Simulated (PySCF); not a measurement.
cycl[3.3.3]borane (C12H9B), SMILES C1=CC2=CC=CC3=CC=CC(=C1)B23. Heavy atoms are numbered as in [CH:1]1=[CH:2][C:3]2=[CH:4][CH:5]=[CH:6][C:7]3=[CH:8][CH:9]=[CH:10][C:11](=[CH:12]1)[B:13]23. Hydrogens are named by the atom that carries them.

The structure is a stationary point at B3LYP-D3(BJ)/def2-SVP.

Calculation: HF/pcSseg-1 run with PySCF.

GIAO shieldings, no solvent; atoms alike by connectivity are averaged. δ = σ(ref) − σ: ¹³C against TMS (σ = 192.6 ppm); ¹¹B against BF3 (σ = 102.7 ppm); ¹H against TMS (σ = 31.99 ppm), references at their B3LYP-D3(BJ)/def2-TZVP geometries, non-relativistic.

```json
[
 {"nucleus": "¹³C", "atoms": "C2 (CH)", "count": "6", "δ (ppm)": "180.9"},
 {"nucleus": "¹³C", "atoms": "C3", "count": "3", "δ (ppm)": "142.2"},
 {"nucleus": "¹³C", "atoms": "C1 (CH)", "count": "3", "δ (ppm)": "122.7"},
 {"nucleus": "¹¹B", "atoms": "B13", "count": "1", "δ (ppm)": "26.7"},
 {"nucleus": "¹H", "atoms": "H on C2", "count": "6", "δ (ppm)": "7.66"},
 {"nucleus": "¹H", "atoms": "H on C1", "count": "3", "δ (ppm)": "5.71"}
]
```
